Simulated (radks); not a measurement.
The numbers below are computed, except where a source is named.
Q: Species: In XXI. Configuration: [Ne] 3s2 3p5.75 3d10 4s1 5s0.25 (fractional occupations, a model configuration). Code: a radial shooting solver on a logarithmic mesh with Libxc functionals. Model: scalar-relativistic Kohn-Sham, PBEsol, spin-polarised, spherical densities, point nucleus; open shells are filled with parallel spins first (spin-orbit coupling, left out, can overturn this in heavy ions). Some entries of the table are withheld. Estimate them.

orbital,occ.,eigenvalue (eV),<r> (bohr),<1/r> (bohr^-1)
1s up,1,-28334.71,0.02972,51.84
1s down,1,-28333.75,0.02972,51.84
2s up,1,-4733.200,0.1284,11.83
2s down,1,-4732.566,0.1284,11.83
2p up,3,-4310.905,0.1120,11.39
2p down,3,-4310.130,0.1120,11.39
3s up,1,-1335.835,0.3437,4.248
3s down,1,-1334.314,0.3435,4.250
3p up,3,-1196.994,(1),4.057
3p down,2.75,-1195.431,(2),4.060
3d up,5,-984.1671,0.3147,3.843
3d down,5,-982.7570,0.3143,3.847
4s up,1,-586.9573,0.7284,(3)
4s down,0,-581.6146,0.7269,(4)
5s up,0.25,-331.7544,1.263,1.128

A: 
(1) 3p up <r> (bohr): 0.3406
(2) 3p down <r> (bohr): 0.3404
(3) 4s up <1/r> (bohr^-1): 1.951
(4) 4s down <1/r> (bohr^-1): 1.956
